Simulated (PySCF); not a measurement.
Compound: C4H2F4.
SMILES with atom numbers: `[F:1]/[CH:2]=[CH:3]\[C:4]([F:5])=[C:6]([F:7])[F:8]` (hydrogens: H9 on C2; H10 on C3)

Torsions of this conformer, `[F:1]/[CH:2]=[CH:3]\[C:4]([F:5])=[C:6]([F:7])[F:8]`: C2–C3–C4–F5 3°.

The closed-shell ground state was solved at several levels (PySCF, density fitting, gas phase, non-relativistic). Isolated species at its PBE0-D3(BJ)/def2-SVP geometry (one conformer only).

```csv
level,basis functions,HOMO (eV),LUMO (eV),gap (eV),dipole (D)
KT2/pcSseg-1,146,-5.59,-1.77,3.82,2.08
PBE0/def2-SVP,122,-6.61,-0.83,5.78,2.21
PBE0/def2-TZVP,260,-6.72,-0.95,5.77,2.21
PBE/pcSseg-1,146,-5.52,-1.77,3.75,2.03
PBE0/cc-pVDZ,122,-6.46,-0.69,5.77,2.08
CAM-B3LYP/pcSseg-1,146,-8.03,0.10,8.13,2.41
```

(1) What might PBE0/6-31G* (116 basis functions) give for the same quantities?

(2) Over all these levels, which gives the widest orbital gap and which the narrowest?

(3) How much does the basis alone move the frontier levels among the 4 PBE0 rows (the withheld one included)?

(4) How far do the dipole and the HOMO energy spread over the levels?

## Answers

(1) HOMO -6.29 eV, LUMO -0.50 eV, gap 5.79 eV, dipole 2.09 D.

(2) CAM-B3LYP/pcSseg-1 (range-separated hybrid) has the widest, 8.13 eV, and PBE/pcSseg-1 (GGA) the narrowest, 3.75 eV. The two share the basis. From the narrowest to the widest the HOMO moves by -2.51 eV and the LUMO by +1.87 eV.

(3) The HOMO by 0.43 eV and the LUMO by 0.45 eV. By rising basis size (HOMO, LUMO in eV): 6-31G* -6.29, -0.50; def2-SVP -6.61, -0.83; cc-pVDZ -6.46, -0.69; def2-TZVP -6.72, -0.95.

(4) The dipole runs from 2.03 to 2.41 D (mean 2.16 D) and the HOMO from -8.03 to -5.52 eV.
